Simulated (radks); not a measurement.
Question: All-electron atom: Pt in [Xe] 4f14 5d9 6s1. All-electron calculation, Dirac Kohn-Sham, PBE, spin-unpolarised, spherical densities, finite nucleus; open shells fill j = l - 1/2 first; Fermi nuclear charge, rms radius 5.427 fm. Program: a radial shooting solver on a logarithmic mesh with Libxc functionals. Some entries of the table are withheld. Estimate them.

orbital  occ.  eigenvalue (eV)  <r^2> (bohr^2)  <r> (bohr)
1s1/2       2        -78272.11       0.0004063     0.01715
2s1/2       2        -13740.43        0.006146     0.07171
2p1/2       2              (1)        0.004356     0.05906
2p3/2       4              (2)        0.005546     0.06749
3s1/2       2        -3227.166         0.03995      0.1866
3p1/2       2              (3)         0.03647      0.1768
3p3/2       4              (4)         0.04292      0.1923
3d3/2       4        -2164.734         0.03299      0.1676
3d5/2       6        -2082.817         0.03474      0.1723
4s1/2       2              (5)          0.1946      0.4150
4p1/2       2        -584.7331          0.1989      0.4179
4p3/2       4        -494.2320          0.2321      0.4517
4d3/2       4        -316.0741             (6)      0.4617
4d5/2       6        -299.2424             (7)      0.4729
5s1/2       2        -101.4216           1.021      0.9537
4f5/2       6         -71.7137          0.3202      0.5126
4f7/2       8         -68.2601          0.3296      0.5199
5p1/2       2         -66.8102           1.213       1.035
5p3/2       4         -51.8996           1.463       1.136
5d3/2       4          -6.9277           3.302       1.650
6s1/2       1              (8)           9.959       2.936
5d5/2       5          -5.6030           3.709       1.741

Answer: 
(1) 2p1/2 eigenvalue (eV): -13173.14
(2) 2p3/2 eigenvalue (eV): -11444.29
(3) 3p1/2 eigenvalue (eV): -2971.640
(4) 3p3/2 eigenvalue (eV): -2591.605
(5) 4s1/2 eigenvalue (eV): -693.3131
(6) 4d3/2 <r^2> (bohr^2): 0.2467
(7) 4d5/2 <r^2> (bohr^2): 0.2586
(8) 6s1/2 eigenvalue (eV): -5.6555
